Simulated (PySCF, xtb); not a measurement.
CH7FN2Si, SMILES CN[Si@H](N)F.

GFN2-xTB (xtb 6.7.1) at its own geometry gives an orbital gap of 6.05 eV and a dipole moment of 3.00 D.

Geometry: r2SCAN-D4/def2-SVP. The structure was generated by enumeration; whether it is a known compound was not checked. One conformer was computed; it need not be the lowest.

**Question.** What does PBE/def2-TZVP in PySCF give? (An estimate is asked for; the answer gives what the named calculation found.)

**Answer.** gap 5.90 eV (levels -5.72 and 0.18 eV), dipole 2.22 D.
